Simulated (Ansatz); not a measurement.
C3H3, charge -1, singlet, at a GFN2-xTB geometry (a gas-phase anion, which may not be bound at this level); CASSCF(4,6)/STO-3G (Ansatz, an electronic-structure program).

Input for Ansatz:
Ansatz 0.2 input:
```yaml
crystal:
  periodic: [false, false, false]
  atoms:
    - {symbol: C, position_ang: [0.01518375, -0.05215635, 0.80692694]}
    - {symbol: C, position_ang: [0.00358775, -0.76678282, -0.60757516]}
    - {symbol: C, position_ang: [-0.01975703, 0.56152495, -0.52766124]}
    - {symbol: H, position_ang: [0.93576145, -0.00004142, 1.42844009]}
    - {symbol: H, position_ang: [-0.88424711, -0.03395622, 1.46049464]}
    - {symbol: H, position_ang: [-0.04560120, 1.57848298, -0.91907802]}
basis:
  gaussian:
    orbitals: STO-3G
hamiltonian:
  xc: hf
total_charge: -1
magnetization: {spin_polarized: false}
correlation: {active_space: {window: {electrons: 4, orbitals: 6}}}
```

Output, abridged:

```
Functional definition: HF
249 factors; integrals over basis functions are off by at most 3.3e-5 eV
mean field evaluation 1: about -3089.7425 eV, gradient 2.2e1 eV
mean field evaluation 2: about -3089.8421 eV, gradient 2.2e1 eV
mean field evaluation 4: about -3091.6449 eV, gradient 2.1e0 eV
mean field evaluation 8: about -3091.6815 eV, gradient 4.8e-5 eV
mean field -3091.67992983 eV, -113.6171418052 hartree, gradient 1.5e-6 eV, S^2 0.000000; 0 other end points of the search recorded, 0 dependent functions left out
reference -3091.67992983 eV, -113.6171418052 hartree; 11, 11 occupied and 7, 7 virtual orbitals, 249 factors
state -3093.45141239 eV, -113.6822425885 hartree
Total energy: -3093.45141239 eV, -113.6822425885 hartree
```
